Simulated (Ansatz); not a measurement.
Input for Ansatz (a first-principles code): U-CCSD(T)/cc-pVDZ on CH3N (SMILES C=N), 2S+1 = 3, a spin state set in the input, which need not be the lowest.

Ansatz 0.2 input:
```yaml
crystal:
  periodic: [false, false, false]
  atoms:
    - {symbol: C, position_ang: [-0.60122380, 0.11814468, -0.21424507]}
    - {symbol: N, position_ang: [0.64856295, -0.13392264, 0.27948061]}
    - {symbol: H, position_ang: [-1.29826555, -0.71824146, -0.24357186]}
    - {symbol: H, position_ang: [-1.02814893, 1.09708749, -0.00052811]}
    - {symbol: H, position_ang: [1.39381662, -0.15025566, -0.42679388]}
basis:
  gaussian:
    orbitals: cc-pVDZ
magnetization: {spin_polarized: true, initial_magnetization: 2}
correlation: {method: ccsd_t, electrons: outside_noble_gas}
scf: {omitted_lower_state_checks: [cluster_reference]}
```

Program output:

```
WARN ansatz: RAYON_NUM_THREADS=2 ignored (pool sized by the plan → 2); use --threads N
Functional definition: HF
these checks for a lower state are left out or cut short: cluster_reference
integrals: 0.02 GiB planned
397 factors; integrals over basis functions are off by at most 1.2e-3 eV
mean field: 0.07 GiB planned
mean field evaluation 1: about -2555.4477 eV, gradient 1.4e1 eV
mean field evaluation 2: about -2555.4483 eV, gradient 1.4e1 eV
mean field evaluation 4: about -2557.0231 eV, gradient 2.4e0 eV
mean field evaluation 8: about -2557.1257 eV, gradient 1.9e-1 eV
mean field -2557.12663604 eV, -93.9726705919 hartree, gradient 2.0e-6 eV, S^2 2.012880; 0 other end points of the search recorded, 0 dependent functions left out
2 core orbitals not correlated
reference -2557.12663604 eV, -93.9726705919 hartree; 7, 5 occupied and 34, 36 virtual orbitals, 397 factors
second order -6.92922620 eV of doubles, -0.00000000 eV of singles
coupled cluster: 0.11 GiB planned
cycle   1  -7.52963307 eV  change   -6.0e-1 eV  update   6.4e-2
cycle   2  -7.77786858 eV  change   -2.5e-1 eV  update   2.4e-2
cycle   3  -7.82904421 eV  change   -5.1e-2 eV  update   1.4e-2
cycle   4  -7.82943811 eV  change   -3.9e-4 eV  update   7.1e-3
cycle   5  -7.83034235 eV  change   -9.0e-4 eV  update   2.2e-3
cycle   6  -7.83019317 eV  change    1.5e-4 eV  update   5.8e-4
cycle   7  -7.83013775 eV  change    5.5e-5 eV  update   2.3e-4
cycle   8  -7.83012729 eV  change    1.0e-5 eV  update   7.5e-5
cycle   9  -7.83011190 eV  change    1.5e-5 eV  update   2.5e-5
cycle  10  -7.83011850 eV  change   -6.6e-6 eV  update   9.6e-6
perturbative correction -0.19266113 eV, -0.0070801659 hartree
Total energy: -2565.14941568 eV, -94.2675023054 hartree
Checks for a lower state left out: cluster_reference
```

The calculation finished and met its thresholds.

Cost: very roughly 2.5 core-seconds.
